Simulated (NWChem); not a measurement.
# C4H5Cl; SMILES CC=C=CCl

All runs: NWChem. Each level has its own optimisation; frequencies are unscaled. Brackets give each atom's bonded neighbours.

| level | r C–C [C(CCH)–C(CHHH)] (Å) | r C–C [C(CC)–C(CCH)] (Å) | r C–H [C(CCH)–H(C)] (Å) | r C–C [C(CC)–C(CClH)] (Å) | highest harmonic frequency (cm⁻¹) | lowest (cm⁻¹) | zero-point energy (kcal/mol) | dipole (D) |
|---|---|---|---|---|---|---|---|---|
| B3LYP/3-21G | 1.516 | 1.307 | 1.090 | 1.291 | 3269 | 114 | 47.7 | 3.11 |
| Hartree-Fock/STO-3G | 1.525 | 1.292 | 1.088 | 1.285 | 3761 | 132 | 56.1 | 2.96 |
| PBE-D3(BJ)/def2-SVP | 1.506 | 1.321 | 1.109 | 1.316 | 3117 | 112 | 45.8 | 1.99 |
